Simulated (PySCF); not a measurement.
Computed, not measured: PySCF, delta-SCF UKS SCAN, pcX-2 on the ionised atom, pcseg-1 elsewhere, spin-free X2C. Geometries: PBE0-D3(BJ)/def2-SVP; isolated species, one conformer each. Kα1 is taken as the energy difference of the 1s-hole and 2p3/2-hole states at the ground state's geometry. Spin–orbit coupling isn't in the SCF: each 2p doublet comes from a relaxed spin-free hole plus a matrix of the shell (mean-field spin–orbit coupling and the ground-state 2p splitting), with 2p3/2 averaged over its two sublevels.

```tsv
site	Si 2p3/2 (eV)
Si3 in `[OH:1][SiH:2]([SiH3:3])[SiH3:4]`	106.47
silicon in `C#C[C@@H]1C[Si@@H](N)C[C@H]1C`	106.24
Si6 in `[CH3:1][C@@H:2]([C:3]#[N:4])[O:5][SiH2:6][CH2:7][SiH3:8]`	107.47
```

What are the Si 1s binding energies, and the Kα1 emission energies that follow?

```csv
site,bonded to,1s (eV),2p3/2 (eV),Kα1 = 1s − 2p3/2 (eV)
silicon in `C#C[C@@H]1C[Si@@H](N)C[C@H]1C`,"N, 2 C and H",1846.10,106.24,1739.86
Si3 in `[OH:1][SiH:2]([SiH3:3])[SiH3:4]`,3 H and Si,1846.17,106.47,1739.70
Si6 in `[CH3:1][C@@H:2]([C:3]#[N:4])[O:5][SiH2:6][CH2:7][SiH3:8]`,"O, C and 2 H",1847.38,107.47,1739.91
```

Ranges: 1s 1.28 eV, 2p3/2 1.23 eV, Kα1 0.21 eV. A straight-line fit of 1s on 2p3/2 has slope 1.09.
